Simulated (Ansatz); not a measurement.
[TaS4]3- (TaS4³⁻). The state is a triplet with charge -3. Geometry PBE-D4/def2-SVPD, that of the charge -3 singlet; atoms count from 1.

```xyz
5

Ta    0.000    0.000    0.000
S    -0.446   -0.869   -2.133
S     1.417    1.859   -0.194
S     1.040   -1.643    1.312
S    -2.012    0.653    1.014
```

In the def2 sets Ta takes a core potential; there is no spin–orbit coupling. A multiply charged anion in the gas phase is held together partly by the finite basis. The highest occupied level of the charge -3 triplet lies above zero (up to 6.47 eV). It is a level of α spin, whose loss leaves a doublet; that state wasn't run at this geometry and level. The electron is either unbound and held by the finite basis, or the level is raised by self-interaction error. At PBE0-D4/def2-TZVPD a singlet of charge -3 lies 1.48 eV below the triplet at the same geometry.

(1) Estimate the Mulliken populations from the PBE0/def2-TZVPD orbitals of Ansatz.

(2) Where does the spin sit?

(3) And the Mayer bond orders between bonded heavy atoms (over 0.3)?

Results:

(1) 
```csv
atom,charge (e),spin (α − β),d electrons
Ta1,-0.04,0.90,3.00
S2,-0.61,0.46,–
S3,-0.61,0.46,–
S4,-0.87,0.09,–
S5,-0.87,0.09,–
```
Mulliken values and Mayer orders depend strongly on the basis. With diffuse functions, as here, like atoms can get unlike values, and bond orders can come out too low or too high.

(2) Summed by element: Ta 0.90, S 1.10, of 2 unpaired in all. Largest on single atoms: Ta1 0.90, S3 0.46, S2 0.46.

(3) Ta1–S2 0.87 (2.35 Å); Ta1–S3 0.86 (2.35 Å); Ta1–S4 1.27 (2.35 Å); Ta1–S5 1.27 (2.35 Å).
